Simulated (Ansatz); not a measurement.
System: C₂H₈O₂Si, net charge 0, singlet state. 
Structure (B3LYP-D3(BJ)/def2-TZVP (Ansatz, a first-principles code) minimum search):
```xyz
13

Si    -0.0419     0.7340     0.5386
O     -1.1044    -0.5123     0.6294
C     -2.0192    -0.8560    -0.4009
O      1.1035     0.5285    -0.6175
C      2.0958    -0.4868    -0.5843
H      0.5768     0.7883     1.8792
H     -0.7347     1.9805     0.1524
H     -1.5022    -1.3183    -1.2460
H     -2.7365    -1.5685     0.0058
H     -2.5633     0.0227    -0.7618
H      1.6610    -1.4669    -0.7976
H      2.8407    -0.2584    -1.3462
H      2.5921    -0.5288     0.3904
```
Charge 0, spin multiplicity 1.

Parts of the frozen-core correlation energy in 6-31G* (Ansatz, hartree). Frozen orbitals: 9; correlated occupied orbitals by spin: 16 and 16; virtual: 70 and 70. No spin-orbit coupling. Non-relativistic.

```json
[
 {"term": "reference (HF)", "value": "-519.09463"},
 {"term": "MP2 opposite-spin", "value": "-0.52233"},
 {"term": "MP2 same-spin", "value": "?"},
 {"term": "CCSD correlation", "value": "?"},
 {"term": "(T)", "value": "?"},
 {"term": "T1 diagnostic", "value": "0.012"},
 {"term": "largest doubles amplitude", "value": "0.019"}
]
```

Question: Fill in the missing entries.

Answer: 
- MP2 same-spin, value: -0.17147
- CCSD correlation, value: -0.74076
- (T), value: -0.01777
